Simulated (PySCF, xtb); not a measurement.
3-chloro-1,1-difluoropropa-1,2-diene (C3HClF2), SMILES FC(F)=C=CCl.

Harmonic wavenumbers (cm⁻¹) from GFN2-xTB run with xtb at its own minimum, in rising order: 101, 106, 241, 377, 458, 482, 538, 711, 782, 828, 1132, 1158, 1426, 2058, 3043.

Problem. What does PBE-D3(BJ)/def2-SVP (PySCF) give at its own minimum? (Estimate from the structure and the level; the computed values follow.)

Solution. 95, 108, 251, 377, 532, 578, 578, 723, 801, 840, 1187, 1249, 1434, 2050, 3098. Paired by order, the mean absolute difference is 33 cm⁻¹ and the zero-point energies are 19.2 and 19.9 kcal/mol.
